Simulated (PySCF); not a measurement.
CHCl2FOSi, SMILES Cl[Si](C=O)(Cl)F.

The structure is a stationary point at r2SCAN-D4/def2-SVP. The structure was generated by enumeration, and PubChem lists no compound with its InChIKey, so it may never have been made. Other conformers were not sampled.

Two levels are set side by side: TDA-PBE/def2-SVPD (PySCF) and TDA-B3LYP/def2-SVPD (PySCF). Vertical, same geometry. The lowest singlet is HOMO→LUMO 100 % with PBE and HOMO→LUMO 98 % with the other functional; states are paired by order. Differences are taken from unrounded values.

```
quantity                               TDA-B3LYP
-------------------------------------  ---------
lowest singlet excitation (eV)              3.27
lowest triplet excitation (TDA) (eV)        2.55
first bright state (f over 0.05) (eV)       6.30
its oscillator strength                     0.06
```

Problem. What does TDA-PBE give, and how far is it from TDA-B3LYP? (Estimate from the structure and the level; the computed values follow.)

Solution. 
```tsv
quantity	TDA-PBE	TDA-PBE minus TDA-B3LYP
lowest singlet excitation (eV)	3.14	-0.13
lowest triplet excitation (TDA) (eV)	2.39	-0.16
first bright state (f over 0.05) (eV)	5.52	-0.78
its oscillator strength	0.08	0.02
```

Functionals without exact exchange tend to place singlet excitations lower, as here. Differences between two approximate levels are no errors against the true value.

Rough cost on one machine, each run with all the roots and properties that it gave: TDA-B3LYP against TDA-PBE about 3 times.
